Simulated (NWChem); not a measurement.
# SnSiH₃F, singlet; SMILES [Sn]([F])[SiH3]

```xyz
6

Sn    -0.3209     0.5593    -0.0883
F      1.6047     0.8981     0.1145
Si     0.1400    -2.0869    -0.0156
H      0.8078    -2.4474     1.2780
H      1.0702    -2.4697    -1.1279
H     -1.0936    -2.9317    -0.1421
```
Atoms are numbered in this order, from 1.

Level: PBE0/def2-SVP with def2 effective core potentials on Sn (NWChem), optimised geometry, unscaled harmonic frequencies. Low-valent species are run as closed-shell singlets; no triplet was tried in these runs. def2 effective core potentials on Sn; no spin-orbit coupling.

| frequency (cm⁻¹) | IR intensity (km/mol) |
|---|---|
| 70 | 0.0 |
| 98 | 4.8 |
| 271 | 24.9 |
| 327 | 17.8 |
| 421 | 13.8 |
| 601 | 67.9 |
| 834 | 277.5 |
| 922 | 32.8 |
| 933 | 34.5 |
| 2192 | 84.4 |
| 2206 | 102.3 |
| 2209 | 92.0 |

- zero-point energy = 15.8 kcal/mol
- thermal correction to the enthalpy at 298.15 K (with zero-point energy) = 20.1 kcal/mol
- heat capacity Cv = 17.2 cal/(mol K)
- entropy at 298.15 K and 1 atm (symmetry number 1) = 80.1 cal/(mol K)

Rigid rotor and harmonic oscillator; modes under 100 cm⁻¹ make the entropy uncertain.
